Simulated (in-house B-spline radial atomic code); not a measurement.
Settings and results of a run for Ru⁶⁺. Level of theory: non-relativistic r2SCAN, spin-polarised, spherical fractional occupations, point nucleus; calculated with a radial B-spline atomic code at the basis-set limit.

Command:
```bash
python run_scf.py task.json out
```
Settings:
```
Z                44
configuration    [Kr] 4d2
hamiltonian      nr
method           r2scan
spin_polarised   True
```

Output (hartree, bohr):
```
 radial grid: 48 intervals, B-splines of order 8, outer radius 15.5224 bohr

 iter        energy (Eh)    residual
    1       -4434.919289    9.18e-02
    2       -4434.924936    1.76e-03
    3       -4434.924941    8.58e-04
    4       -4434.924942    4.32e-04
    5       -4434.924942    3.72e-05
    6       -4434.924942    4.76e-06
    7       -4434.924942    1.52e-06
    8       -4434.924942    1.92e-07

 total energy                     -4434.92494
 kinetic                            4433.1199
 electron-nucleus                 -10430.6806
 Hartree                            1690.9051
 exchange-correlation               -128.2693

 orbital      occ     eigenvalue          <r>       <r^2>       <1/r>     <1/r^3>     <1/r^2>       r_max
 1s up      1.000      -788.9346    0.0346376  0.00160569     43.4751           -     3795.53     0.02291
 1s down    1.000      -788.9351    0.0346376  0.00160569     43.4751           -     3795.53     0.02291
 2s up      1.000      -114.7815     0.150798   0.0267368     9.85273           -     395.201      0.1276
 2s down    1.000      -114.7569     0.150785   0.0267325     9.85381           -     395.287      0.1276
 2p up      3.000      -106.3440     0.129172    0.020324     9.83416     2680.74     131.255      0.1004
 2p down    3.000      -106.3267     0.129157   0.0203192     9.83515     2681.38     131.279      0.1004
 3s up      1.000       -23.0995     0.413392    0.195423     3.46545           -     73.8126      0.3721
 3s down    1.000       -23.0935     0.413386    0.195379     3.46457           -     73.7568      0.3722
 3p up      3.000       -19.7695     0.407223    0.192558     3.37018     456.607     24.2017      0.3593
 3p down    3.000       -19.7603     0.407205    0.192488     3.36931     456.178     24.1841      0.3594
 3d up      5.000       -13.6824     0.382774    0.175118     3.19816     68.9582     12.9231      0.3017
 3d down    5.000       -13.6635     0.382741    0.175005     3.19755      68.908     12.9169      0.3019
 4s up      1.000        -5.9139      1.01328      1.1549     1.33963           -     14.1889      0.9284
 4s down    1.000        -5.8151      1.01094     1.15046      1.3451           -     14.3388       0.925
 4p up      3.000        -4.8697      1.07506     1.30819     1.24645     77.2522     4.51285      0.9724
 4p down    3.000        -4.7664      1.07211     1.30208     1.25201     78.2084     4.56047      0.9689
 4d up      2.000        -3.1572      1.24981     1.79529     1.04458     8.90766     2.02001       1.093
```

Cost of the run: 0.2 s on 1 thread of Arm Neoverse V2 (shared host).
